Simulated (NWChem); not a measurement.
Program: NWChem. System: HCl$_{3}$Si, charge 0, spin multiplicity 1, at a geometry optimised with PBE/def2-SVP. The structure started from a generated list of species. Level: G0W0@PBE/def2-TZVPP, RI basis def2-tzvpp-rifit.

Output (cleaned and shortened):

```
             Northwest Computational Chemistry Package (NWChem) 7.3.0
             --------------------------------------------------------

                                NWChem Input Module
                                -------------------

 Scaling coordinates for geometry "geometry" by  1.889725989
 (inverse scale =  0.529177249)

 Turning off AUTOSYM since
 SYMMETRY directive was detected!

                             Geometry "geometry" -> ""
                             -------------------------

 Output coordinates in angstroms (scale by  1.889725989 to convert to a.u.)

  No.       Tag          Charge          X              Y              Z
 ---- ---------------- ---------- -------------- -------------- --------------
    1 Si                  14.0000     0.03262500     0.50908200     0.00000000
    2 Cl                  17.0000    -0.98076300    -0.11675600     1.68232900
    3 Cl                  17.0000    -0.98076300    -0.11675600    -1.68232900
    4 Cl                  17.0000     1.92713300    -0.30314200     0.00000000
    5 H                    1.0000     0.12792200     1.99596000     0.00000000

 Effective nuclear repulsion energy (a.u.)     333.8749137204

            Nuclear Dipole moment (a.u.)
            ----------------------------
        X                 Y               Z
 ---------------- ---------------- ----------------
    -0.0000170075    -0.0000188973     0.0000000000

      Symmetry information
      --------------------

 Group name             Cs
 Group number              2
 Group order               2
 No. of unique centers     4

      Symmetry unique atoms

     1    2    4    5


 Summary of "ao basis" -> "" (spherical)
 ------------------------------------------------------------------------------
       Tag                 Description            Shells   Functions and Types
 ---------------- ------------------------------  ------  ---------------------
 *                         def2-tzvpp                 on all atoms

 new library libraries.bse/

 Summary of "ri basis" -> "" (spherical)
 ------------------------------------------------------------------------------
       Tag                 Description            Shells   Functions and Types
 ---------------- ------------------------------  ------  ---------------------
 *                      def2-tzvpp-rifit              on all atoms

  pbe96 is a nonlocal functional; adding pw91lda local functional.

                                 NWChem DFT Module
[...]
  ----- ------------  ---------------      ----- ------------  ---------------
    20      0.747253  1 Si pz                17      0.491040  1 Si pz
    47     -0.316804  2 Cl s                 89      0.316804  3 Cl s
   146     -0.261232  4 Cl pz                60     -0.215553  2 Cl px
   102      0.215553  3 Cl px                34     -0.155512  1 Si d  1
    14      0.143195  1 Si pz                 8     -0.140076  1 Si pz

 center of mass
 --------------
 x =  -0.00227252 y =  -0.03545468 z =   0.00000000

 moments of inertia (a.u.)
 ------------------
         761.798067083840          41.785361355411           0.000000000000
          41.785361355411        1411.025649640370           0.000000000000
           0.000000000000           0.000000000000         759.111940275998

     Multipole analysis of the density
     ---------------------------------

     L   x y z        total         alpha         beta         nuclear
     -   - - -        -----         -----         ----         -------
     0   0 0 0     -0.000000    -33.000000    -33.000000     66.000000

     1   1 0 0      0.020208      0.010112      0.010112     -0.000017
     1   0 1 0      0.315413      0.157716      0.157716     -0.000019
     1   0 0 1      0.000000      0.000000      0.000000      0.000000

     2   2 0 0    -38.158050   -190.259848   -190.259848    342.361645
     2   1 1 0      0.083904      9.951879      9.951879    -19.819853
     2   1 0 1     -0.000000     -0.000000     -0.000000      0.000000
     2   0 2 0    -36.854243    -35.635834    -35.635834     34.417425
     2   0 1 1     -0.000000     -0.000000     -0.000000      0.000000
     2   0 0 2    -38.163399   -190.899619   -190.899619    343.635839

 Task  times  cpu:       17.8s     wall:       17.8s

                                NWChem Input Module
                                -------------------

                                 NWChem GW Module
                                 ----------------

                             ***********************
                             ***        GW       ***
                             ***********************

 Summary of "ri basis" -> "ri basis" (spherical)
 ------------------------------------------------------------------------------
       Tag                 Description            Shells   Functions and Types
 ---------------- ------------------------------  ------  ---------------------
 Si                     def2-tzvpp-rifit            33      123   11s8p7d5f2g
 Cl                     def2-tzvpp-rifit            33      123   11s8p7d5f2g
 H                      def2-tzvpp-rifit            10       30   4s3p2d1f

                 Memory Information
                 ------------------
          Available GA per process is          1699.7 MBs
          Available stack per process is        700.0 MBs
          Available heap per process is           0.0 MBs

          Peak memory in Initialization
              Peak GA per process is                 27.6 MBs
              Peak stack per process is               0.3 MBs
              Peak heap per process is               28.6 MBs
              Memory not in MA per process            0.0 MBs

          Peak memory in CDGW Calculation
              Peak GA per process is                 32.1 MBs
              Peak stack per process is               4.2 MBs
              Peak heap per process is                4.4 MBs
              Memory not in MA per process            0.0 MBs

          Computing 2-center integrals
          Computing Inverse Cholesky factor
          Computing 3-center integrals
          Computing Vxc

          Computing Sigma_x
          Computing W(iw) on the imaginary grid
          Solving quasiparticle equations

                  Alpha Orbitals
          State     Energy (eV)     Error (eV)
          -----------------------------------
@GW        30        -11.470           0.002
@GW        31        -11.470           0.002
@GW        32        -11.449           0.002
@GW        33        -11.116           0.002
@GW        34          1.515           0.002
@GW        35          2.056           0.002

     GW Timing Statistics
   ------------------------
   Init.   :          0.1s
     ERIs  :          2.0s
     Distr.:          0.1s
     Vxc   :          0.4s
   Vmo     :          0.0s
   iW      :          6.7s
   I_n     :          0.0s
   R_n     :          1.7s
   GW total:         10.8s

 Task  times  cpu:       10.8s     wall:       10.8s

 Total times  cpu:       28.7s     wall:       28.7s
```

Problem. Write an NWChem input that would produce this output.

Solution. One answer among several that fit: 
```
start mol
memory heap 200 mb stack 700 mb global 1700 mb
geometry units angstroms nocenter noautoz
  Si     0.032625     0.509082     0.000000
  Cl    -0.980763    -0.116756     1.682329
  Cl    -0.980763    -0.116756    -1.682329
  Cl     1.927133    -0.303142     0.000000
  H      0.127922     1.995960     0.000000
  symmetry group Cs
end
basis spherical
  * library def2-tzvpp
end
basis "ri basis" bse spherical
  * library def2-tzvpp-rifit
end
dft
  xc xpbe96 cpbe96
  iterations 100
  direct
  tolerances tight
end
task dft energy
gw
  method cdgw
  states alpha occ 4 vir 2
end
task dft gw
```
